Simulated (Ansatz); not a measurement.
Isolated molecules relaxed with PBE0-D4/def2-TZVP in Ansatz; ΔE leaves out vibrations. CBS: MP2 limit from def2 TZ/QZ plus the TZ coupled-cluster correction, frozen cores. This one scheme is used for every species. For Br, Ti outer-core shells are correlated without core-valence functions, which leaves a few kJ/mol of doubt a bond. Scalar relativity is left out up to krypton.

Reaction (ligand exchange at a Ti–F bond): `[F][Ti]([F])([F])[Br]` + HBr → `[F][Ti]([F])([Br])[Br]` + H–F

```json
{"species": "`[F][Ti]([F])([F])[Br]`", "CCSD(T)/CBS(def2) energy (Eh)": "-3721.88725"}
{"species": "HBr", "CCSD(T)/CBS(def2) energy (Eh)": "-2573.91920"}
{"species": "`[F][Ti]([F])([Br])[Br]`", "CCSD(T)/CBS(def2) energy (Eh)": "-6195.40780"}
{"species": "H–F", "CCSD(T)/CBS(def2) energy (Eh)": "-100.39570"}
```

(1) Work out ΔE.

Largest T1 diagnostic among the species: 0.022, so the coupled-cluster value is less sure than usual.

Answers

(1) ΔE = (-6195.40780) + (-100.39570) − (-3721.88725) − (-2573.91920) = 0.00295 Eh = +7.7 kJ/mol.

In def2-TZVPP, CCSD(T) changes the Hartree–Fock value by −17.6 kJ/mol (the triples alone add −7.8 kJ/mol) and MP2 by −31.8 kJ/mol. The D4 term adds −6.9 kJ/mol with B3LYP and −3.7 kJ/mol with PBE0; it sums over pairs of atoms, weighted by their polarisabilities, and B3LYP, whose exchange is more repulsive, gets the larger term. From r2SCAN to r2SCAN0 (25 % exact exchange), in def2-TZVPP and without D4, ΔE moves by −4.0 kJ/mol.

B3LYP here is the variant with VWN-RPA as its local correlation; programs differ in this.
